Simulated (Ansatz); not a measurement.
`C[Si]1(N)CO1` at its PBE0-D4/def2-TZVP geometry, where that method's forces vanish. Charge 0, multiplicity 1.

```xyz
12

C    -1.3651    0.9554    0.2309
Si    0.1158   -0.0945   -0.1264
N     1.3078    0.8413   -0.8836
C     0.4905   -1.6289    0.7365
O    -0.1419   -1.6496   -0.6220
H    -1.7959    1.3479   -0.6942
H    -1.1085    1.8011    0.8726
H    -2.1288    0.3586    0.7319
H     2.1800    0.4618   -1.2095
H     1.1136    1.7515   -1.2630
H    -0.1518   -2.0693    1.4979
H     1.4843   -2.0753    0.7287
```

Q: What forces (eV/Å) does B3LYP-D4/def2-TZVPP give on these atoms in Ansatz 0.2.0? (Estimate.)

A: Ansatz gave: 
```
C1  -0.090  0.055  0.030
Si2 -0.028  0.051  0.010
N3   0.054  0.045 -0.037
C4   0.186 -0.120  0.403
O5  -0.161 -0.094 -0.350
H6   0.009 -0.009  0.051
H7  -0.032 -0.031 -0.032
H8   0.028  0.045 -0.024
H9   0.015  0.020 -0.016
H10  0.031  0.010 -0.012
H11  0.056  0.013 -0.040
H12 -0.067  0.014  0.017
```

B3LYP here is the variant with VWN-RPA as its local correlation; programs differ in this.
